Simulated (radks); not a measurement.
Charge is removed step by step from the 5p down level of neutral terbium, starting from [Kr] 4d10 4f9 5s2 5p(up 3, down 3) 6s2. Method: scalar-relativistic Kohn-Sham, PBEsol, spin-polarised, spherical densities, finite nucleus; open shells are filled with parallel spins first (spin-orbit coupling, left out, can overturn this in heavy ions); Fermi nuclear charge, rms radius 5.06 fm; computed with a radial shooting solver on a logarithmic mesh with Libxc functionals.

| removed (e) | E - E(0) (eV) | eigenvalue (eV) | E minus straight line (eV) |
|---|---|---|---|
| 0 | 0.000 | -23.968 | 0.000 |
| 0.1 | 2.440 | -24.902 | -0.449 |
| 0.2 | 4.975 | -25.862 | -0.804 |
| 0.3 | 7.608 | -26.844 | -1.062 |
| 0.4 | 10.339 | -27.844 | -1.220 |
| 0.5 | 13.171 | -28.862 | -1.278 |
| 0.6 | 16.106 | -29.894 | -1.233 |
| 0.7 | 19.145 | -30.942 | -1.084 |
| 0.8 | 22.289 | -32.002 | -0.830 |
| 0.9 | 25.539 | -33.074 | -0.469 |
| 1 | 28.898 | -34.158 | 0.000 |

Removing the whole electron costs 28.898 eV by Delta-SCF, against 23.968 eV from minus the eigenvalue at the starting occupation. Slater's transition state (half an electron removed) gives 28.862 eV. Integrating minus the eigenvalue over the occupation (Janak's theorem) gives 28.928 eV. In this scalar-relativistic scheme the density is built from large components alone, so the theorem holds only approximately. The mean slope of the eigenvalue, de/dn, is 10.2 eV per electron.
